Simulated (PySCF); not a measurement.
Polarisability and C₆ of Mn (manganese, neutral)

[Ar] 3d7, high-spin 4F determinant (an excited configuration). Computed with PySCF 2.14 in ANO-RCC-VTZP (6s5p3d2f1g, 59 functions), with the spin-free X2C one-electron Hamiltonian (Gaussian nucleus). Coupled (time-dependent) response in atomic units; α is the mean over directions. The basis has no added diffuse functions, which lowers α and C₆.

```
method  mean α (bohr³)         α xx, yy, zz  C₆ (like pair)    S(−4)
  PBE0           282.3  279.9, 279.9, 287.0           533.8  6617000
```

S(−4) is the Cauchy moment in α(ω) = α(0) + S(−4) ω² + …

α(iu) at PBE0:

```tsv
u (hartree)	α(iu) (bohr³)
0	282.3
0.0500	29.54
0.100	16.79
0.200	8.296
0.300	5.819
0.500	4.246
0.750	3.518
1.00	3.057
1.50	2.347
2.00	1.806
3.00	1.106
5.00	0.5042
```

A single London oscillator, α(iu) = α/(1 + u²/ω²), gives C₆ = (3/4) ω α². Matching the computed C₆ needs ω = 4 × 533.8 / (3 × 282.3²) = 0.00893 hartree.

The components differ because the open shell of this determinant is not spherical; for a pure term their mean is the scalar polarisability.
